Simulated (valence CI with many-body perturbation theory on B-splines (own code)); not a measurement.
Which ion has this spectrum?

A relativistic CI+MBPT calculation for an atom or ion with 15 electrons gives these levels (eV):

| J | Parity | E | g |
| --- | --- | --- | --- |
| 3/2 | odd | 0.000 | 1.96 |
| 3/2 | odd | 5.706 | 0.90 |
| 5/2 | odd | 6.674 | 1.20 |
| 1/2 | odd | 10.598 | 0.66 |
| 3/2 | odd | 12.026 | 1.27 |
| 5/2 | even | 39.221 | 1.59 |
| 3/2 | even | 41.018 | 1.73 |
| 1/2 | even | 41.751 | 2.65 |
| 3/2 | even | 48.616 | 0.82 |
| 5/2 | even | 49.067 | 1.21 |
| 3/2 | even | 55.538 | 1.31 |
| 1/2 | even | 56.185 | 1.21 |
| 1/2 | even | 59.058 | 1.46 |
| 3/2 | even | 60.178 | 0.44 |

The energies are calculated, with errors of perhaps 200 cm⁻¹, more in some levels.

Task: Which is it?
A. Fe11+
B. Zn15+
C. Ga16+
D. Ni13+

Result: D. Ni13+, ground level 3s²3p³ ⁴S°_3/2.
